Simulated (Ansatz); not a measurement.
(BeTe)n off (charge -1): PBE0-D4/def2-SVPD single points in Ansatz on relaxed structures, gas phase. Each cluster is the lowest isomer that a short search found in that spin, judged at the geometry's level, and lower ones may exist. Core potentials for Te, no spin–orbit coupling. HOMO and LUMO are taken over both spins. A dash marks a value that wasn't run or was left out as unsound. The structures are stationary points that may keep the symmetry of their start. Remarks come from the PBE and PBE0 runs and from stability tests at other levels; not every state was tested. A HOMO above zero means that the electron is unbound at that level and held by the basis, or that self-interaction error raises the level; the energy of removing that electron tells which. HOMO above LUMO (over both spins in singlets and doublets, within one spin in higher multiplets; at PBE or PBE0), or a gap under 0.15 eV within one spin, warns that the state may not be the lowest or that an electron is smeared out.

| species | atoms | state | geometry | HOMO (eV) | LUMO (eV) | gap (eV) | point group (within 0.1 Å) | remarks |
| --- | --- | --- | --- | --- | --- | --- | --- | --- |
| BeTe2⁻ | 3 | doublet | PBE-D4/def2-TZVPD | -1.63 | -0.24 | 1.39 | D∞h | near-degenerate levels, HOMO above LUMO, gap within one spin near zero |
| Be5Te5⁻ | 10 | doublet | PBE-D4/def2-SVP | -2.28 | -0.71 | 1.57 | Cs | – |

Question: Estimate the rows for Be2Te2⁻ (doublet, PBE0-D4/def2-TZVPD geometry).

Answer: 
```tsv
species	atoms	state	geometry	HOMO (eV)	LUMO (eV)	gap (eV)	point group (within 0.1 Å)	remarks
Be2Te2⁻	4	doublet	PBE0-D4/def2-TZVPD	-0.32	–	–	D2h	HOMO above zero at PBE or PBE0
```
